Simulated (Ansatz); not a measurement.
The cluster B₃As₃. Charge 0, multiplicity 1. Geometry r2SCAN-D4/def2-SVP, basis def2-TZVP, Ansatz.

```csv
atom,x (Å),y (Å),z (Å)
B1,0.713,-0.392,-0.267
B2,0.287,1.250,0.176
B3,-0.495,0.636,-1.013
As4,1.283,0.136,1.548
As5,-0.623,-1.362,-1.349
As6,-1.166,-0.268,0.905
```

```csv
run,HOMO (eV),LUMO (eV)
A,-6.35,-2.48
B,-5.57,-2.96
C,-5.63,-3.17
D,-5.44,-3.22
```

The structure comes from a short search, and lower isomers may exist.

Q: The runs used B97M-V, PBE, PBE0, r2SCAN. Estimate which is which.

A: A PBE0 (25 % exact exchange); B B97M-V (0 % exact exchange); C r2SCAN (0 % exact exchange); D PBE (0 % exact exchange). Exact exchange lowers occupied and raises empty levels; among semilocal functionals meta-GGAs tend to open the gap a little, and such runs are hard to tell apart. The gap grows from 2.22 eV (PBE) to 3.87 eV (PBE0).
